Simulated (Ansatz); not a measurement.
Reactions of `B[SiH2][SiH2]O`.

Isolated molecules relaxed with PBE0-D4/def2-TZVP in Ansatz; ΔE leaves out vibrations. CCSD(T)/CBS adds triple-zeta CCSD(T) − MP2 to the extrapolated MP2 energy (def2 sets, frozen cores). This one scheme is used for every species. DFT in def2-TZVPP. Elements past krypton have def2 core potentials. For Sn outer-core shells are correlated without core-valence functions, which leaves a few kJ/mol of doubt a bond. Each species was taken in one conformer, which may not be the lowest.

```csv
reaction,CCSD(T)/CBS(def2) (eV)
`B[SiH2][SiH2]O` + `C=CBC=C` → `BBC=C` + `C=C[SiH2][SiH2]O`,0.25
`B[SiH2][SiH2]O` + `C=CN[SiH3]` → `BN([SiH3])C=C` + `O[SiH2][SiH3]`,-1.57
`B[SiH2][SiH2]O` + `BC[SiH2]S` → `O[SiH2]C[SiH2]S` + `B[SiH2]B`,0.25
`B[SiH2][SiH2]O` + `C[CH]1[NH][AlH]1` → `B[SiH2][CH]1[NH][AlH]1` + `C[SiH2]O`,-0.44
`B[SiH2][SiH2]O` + `CCCCF` → `CCC[SiH2]O` + `B[SiH2]CF`,?
`B[SiH2][SiH2]O` + `FC[SiH2]S` → `B[SiH2]CF` + `O[SiH2][SiH2]S`,0.11
`B[SiH2][SiH2]O` + `[NH2][SnH3]` → `O[SiH2][SiH2][SnH3]` + `BN`,?
```

**Question.** Fill in the missing values. (Estimate.)

**Answer.** Ansatz gave: `B[SiH2][SiH2]O` + `CCCCF` → `CCC[SiH2]O` + `B[SiH2]CF`: +0.08 eV; `B[SiH2][SiH2]O` + `[NH2][SnH3]` → `O[SiH2][SiH2][SnH3]` + `BN`: -2.17 eV.

Largest T1 diagnostic: 0.015, for `B[SiH2][CH]1[NH][AlH]1`.
